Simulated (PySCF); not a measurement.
Mayer bond orders and bond lengths

Species: C6H8F3PS.
SMILES with atom numbers: `[CH2:1]=[CH:2][C@@H:3]1[C@H:4]([C:5]([F:6])([F:7])[F:8])[CH2:9][P@@H:10]1=[S:11]` (hydrogens: H12, H13 on C1; H14 on C2; H15 on C3; H16 on C4; H17, H18 on C9; H19 on P10)

Cartesian coordinates in Å at the GFN2-xTB level; atoms count from 1:
```
atom  x, y, z in Å
C1     2.1769   -0.3709   -1.5258
C2     1.0529    0.1382   -1.0561
C3     0.7329    0.2272    0.3964
C4    -0.6000   -0.4485    0.8180
C5    -1.0059   -1.6632    0.0036
F6    -0.0321   -2.5829   -0.0463
F7    -1.3400   -1.3790   -1.2598
F8    -2.0763   -2.2701    0.5462
C9    -1.5304    0.7684    0.6754
P10   -0.0553    1.9025    0.7786
S11    0.1552    3.5003   -0.2679
H12    2.3832   -0.4040   -2.5808
H13    2.9317   -0.7801   -0.8740
H14    0.3084    0.5447   -1.7292
H15    1.5902   -0.0788    0.9980
H16   -0.5421   -0.7831    1.8572
H17   -1.9703    0.8301   -0.3230
H18   -2.3207    0.8554    1.4183
H19    0.1322    2.0030    2.1636
```

Bond orders from the PBE0/pcSseg-1 density (PySCF). One conformer (not necessarily the lowest) at the GFN2-xTB geometry, without solvent, vibrations or thermal averaging.

Problem. How far do the computed orders between heavy atoms stray from the drawn ones?

Solution. The largest departure is 0.240, at P10–S11 (drawn double, 1.760). Drawn single, order below 0.88: C9–P10 (0.869) and P10–C3 (0.833).

Problem. Give the Mayer order of every bond, beside its length.

Solution. 
| bond | drawn as | length (Å) | Mayer order |
| --- | --- | --- | --- |
| C1–C2 | double | 1.320 | 1.987 |
| C2–C3 | single | 1.490 | 0.989 |
| C3–C4 | single | 1.553 | 0.929 |
| C4–C5 | single | 1.518 | 0.985 |
| C5–F6 | single | 1.340 | 0.999 |
| C5–F7 | single | 1.337 | 0.989 |
| C5–F8 | single | 1.345 | 0.994 |
| C4–C9 | single | 1.538 | 0.959 |
| C9–P10 | single | 1.863 | 0.869 |
| P10–S11 | double | 1.922 | 1.760 |
| P10–C3 | single | 1.890 | 0.833 |
| C1–H12 | single | 1.076 | 0.947 |
| C1–H13 | single | 1.078 | 0.957 |
| C2–H14 | single | 1.083 | 0.941 |
| C3–H15 | single | 1.091 | 0.944 |
| C4–H16 | single | 1.093 | 0.923 |
| C9–H17 | single | 1.093 | 0.928 |
| C9–H18 | single | 1.088 | 0.944 |
| P10–H19 | single | 1.401 | 0.861 |

Bonds between the same two heavy elements. C–C: lowest C3–C4 (0.929, 1.553 Å), highest C1–C2 (1.987, 1.320 Å). C–F: all 3 within 0.02 of one another (0.989 to 0.999). C–P: lowest P10–C3 (0.833, 1.890 Å), highest C9–P10 (0.869, 1.863 Å).

Problem. Sum the orders of all bonds at each heavy atom with more than one neighbour and set the sums beside the valence in the SMILES.

Solution. C1 3.891 (drawn 4), C2 3.917 (drawn 4), C3 3.695 (drawn 4), C4 3.796 (drawn 4), C5 3.967 (drawn 4), C9 3.700 (drawn 4), P10 4.323 (drawn 5). Orders between atoms that aren't bonded are not in these sums.

Mayer orders depend on the basis set.

These values come from a run that also computed NMR shieldings. Time: 63 s of wall time. Hardware: one thread of an Arm Neoverse V1, no GPU, on a shared host.
